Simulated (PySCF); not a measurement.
Compound: C6H4Cl (doublet state).
Geometry (GFN2-xTB, Å), atoms numbered from 1 in this order:
```xyz
11
C6H4Cl angstrom
C     -3.0021   -0.0813    0.4253
C     -1.5819   -0.0977    0.1983
C     -0.3805   -0.1102    0.0094
C      0.9405   -0.1158   -0.1883
C      2.1560   -0.1469   -0.4079
C      3.4814   -0.1504   -0.5966
Cl     4.5575    0.5812    0.5315
H     -3.5169    0.3366   -0.4412
H     -3.3692   -1.0952    0.5932
H     -3.2335    0.5267    1.3008
H      3.9541   -0.6043   -1.4503
```

As a line formula: `CC#CC#C[CH]Cl` [radical].

Level of theory: PySCF, UKS B3LYP, pcH-1 on C Cl H, non-relativistic, mean-field spin-orbit, GIAO. Isolated species at its GFN2-xTB geometry, gas phase. Couplings are sensitive to structure, and on GFN2-xTB geometries they can be far from those on DFT ones. Stability of the SCF solution: not tested. ⟨S²⟩ is 0.779 where a pure state has 0.75.

Principal values of hyperfine tensors in MHz (contact, dipolar and spin–orbit terms together), for some of the nuclei:

```json
{"atom": "C5", "isotope": "13C", "A1": "-82.02", "A2": "-62.99", "A3": "-38.15"}
{"atom": "H11", "isotope": "1H", "A1": "-70.12", "A2": "-48.06", "A3": "-22.09"}
{"atom": "C3", "isotope": "13C", "A1": "-60.12", "A2": "-46.63", "A3": "-30.64"}
{"atom": "H9", "isotope": "1H", "A1": "40.83", "A2": "41.46", "A3": "46.16"}
{"atom": "C4", "isotope": "13C", "A1": "2.13", "A2": "13.90", "A3": "111.62"}
{"atom": "H8", "isotope": "1H", "A1": "33.10", "A2": "33.59", "A3": "38.34"}
{"atom": "C2", "isotope": "13C", "A1": "0.24", "A2": "11.44", "A3": "75.41"}
{"atom": "C1", "isotope": "13C", "A1": "-13.05", "A2": "-11.98", "A3": "-11.94"}
```

Question: Give the isotropic coupling of each nucleus in MHz and in mT (g = 2.0060), and the anisotropic part.

Answer: a_iso is a third of the trace, T = A − a_iso, and a(mT) = a(MHz)/(g × 13.996). The tensors hold a spin–orbit part: the run splits a_iso into a_FC + a_SO, and T includes its anisotropic share.

```tsv
atom	a_iso (MHz)	a_FC	a_SO	a_iso (mT)	T1	T2	T3
C5	-61.05	-61.09	0.04	-2.174	-20.97	-1.94	22.90
H11	-46.76	-46.85	0.09	-1.665	-23.36	-1.31	24.67
C3	-45.79	-45.82	0.02	-1.631	-14.32	-0.83	15.15
H9	42.82	42.81	0.00	1.525	-1.98	-1.36	3.34
C4	42.55	42.49	0.06	1.515	-40.42	-28.65	69.07
H8	35.01	35.01	0.00	1.247	-1.91	-1.42	3.33
C2	29.03	28.98	0.05	1.034	-28.79	-17.59	46.38
C1	-12.32	-12.33	0.01	-0.439	-0.73	0.34	0.38
```

Question: What spin density at the nucleus of C5 lies behind its contact coupling (g_N = 1.40482)?

Answer: a_FC = (2μ0/3) gₑ μB g_N μN ρ(0)/(2S·h) = 800.24 MHz × g_N × ρ(0)/(2S), with ρ in bohr⁻³. With a_FC = -61.09 MHz and 2S = 1, ρ(0) = -0.05434 bohr⁻³.

Question: C6 (13C, g_N = 1.40482) isn't in the table. Its spin density at the nucleus is 0.05553 bohr⁻³. What is its contact coupling?

Answer: By the same relation, a_FC = 62.4 MHz. The spin–orbit term adds +0.39 MHz. Its full tensor has the principal values 10.72, 11.80, 165.93 MHz.

Question: Which nucleus of the table has the largest anisotropic coupling, and what is its form?

Answer: C4: -40.4, -28.6, 69.1 MHz (the dipolar term alone has -40.7, -28.4, 69.1), rhombic: the two smaller values differ by 17 % of the largest.

Question: In a single crystal, with the field along each principal axis of the tensor of H11 in turn, what first-order splitting does this nucleus give (isotropic g, quadrupole terms neglected)?

Answer: 2 lines (I = 1/2), spaced by |A_i|/(g × 13.996): 2.50, 1.71, 0.79 mT along the axes of A1, A2 and A3.

The run took 78 s (with the writing of density and orbital grids) on one thread of an Arm Neoverse N1, no GPU, shared host with 64 logical CPUs at a one-minute load of 56, and the process peaked at 0.85 GiB of memory.
